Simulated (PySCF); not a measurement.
BrH3OSiZn.

```xyz
7

Zn     0.1820     0.0868     0.0000
Br    -0.1218    -2.1176     0.0000
O      0.5226     1.8197     0.0000
Si    -0.2721     3.2674     0.0000
H     -1.1451     3.4187     1.2037
H      0.7230     4.3739     0.0000
H     -1.1451     3.4187    -1.2037
```
Charge 0, spin multiplicity 1.

Geometry optimised at TPSSh-D3(BJ)/def2-SVP. The structure was generated by enumeration; whether it is a known compound was not checked. Other conformers were not sampled.

The numbers are results of PySCF with PBE/pcSseg-1, not measurements. Non-relativistic, no solvent.

Task: Give the absolute GIAO shielding of each atom: isotropic value and principal components (ppm). (The exact figures need the calculation; the answer reports its results.)

Result: 
| atom | σ(iso) | σ11 | σ22 | σ33 | span |
|---|---|---|---|---|---|
| Zn1 | 1665.4 | 1232.1 | 1242.6 | 2521.6 | 1289.5 |
| Br2 | 2880.4 | 2749.8 | 2760.6 | 3130.9 | 381.1 |
| O3 | 304.5 | 230.9 | 304.0 | 378.5 | 147.6 |
| Si4 | 367.6 | 308.8 | 318.1 | 475.8 | 167.0 |
| H5 | 25.7 | 22.1 | 23.9 | 31.1 | 9.0 |
| H6 | 25.8 | 22.5 | 23.6 | 31.4 | 8.9 |
| H7 | 25.7 | 22.1 | 23.9 | 31.1 | 9.0 |
